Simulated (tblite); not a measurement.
Species: C3H6F2SSi.
Cartesian coordinates in Å at the GFN2-xTB level; atoms count from 1:
```xyz
13
C3H6F2SSi angstrom
C     -2.2920   -0.3428   -0.2631
C     -1.0008   -0.0703   -0.1622
C     -0.3346    1.0963   -0.8094
S     -0.0011   -1.1647    0.8445
Si     2.0228   -0.6918    0.4227
F      2.3653   -0.7798   -1.1359
F      2.8772   -1.8805    1.0403
H     -2.7283   -1.1964    0.2230
H     -2.9501    0.2859   -0.8373
H      0.1619    1.7185   -0.0656
H      0.4094    0.7655   -1.5325
H     -1.0749    1.6993   -1.3306
H      2.5406    0.5611    0.9046
```

Method: GFN2-xTB as coded in tblite; computed harmonic values from a numerical Hessian at the method's own geometry, unscaled. Against measured fundamentals such values can be off by several per cent, at times by over 20. Modes of hydrogen on silicon can be 10 to 20 % off. One conformer, not necessarily the lowest. The optimisation stopped once no atom felt more than 0.01 eV/Å.

Lowest wavenumbers of the output (negative numbers stand for imaginary wavenumbers):
```
mode    cm-1
  1     -28.6
  2      52.2
  3     114.7
  4     184.0
  5     194.5
  6     216.6
  7     258.3
  8     323.3
```

Q: Is this structure a minimum?

A: Not by this Hessian. 1 mode is imaginary beyond 20i (29i cm⁻¹), so at this level the point lies at or near a first-order saddle. The curvature is small, so loose convergence or finite differences may be the whole cause.

Q: Which atoms move in the imaginary mode?

A: 29i: C1 (terminal =CH2 carbon) 31 %, C3 (allylic carbon) 18 %, S4 (sulfur bonded to C and Si) 16 %, F6 (silicon-bound fluorine) 12 %. These are shares of the mass-weighted motion.

Q: What is the remedy?

A: Step along that mode in both directions, optimise again with tighter thresholds and repeat the frequencies. The zero-point energy of this point (53.3 kcal/mol) counts the 32 real modes alone, and thermal corrections from it aren't those of a minimum.
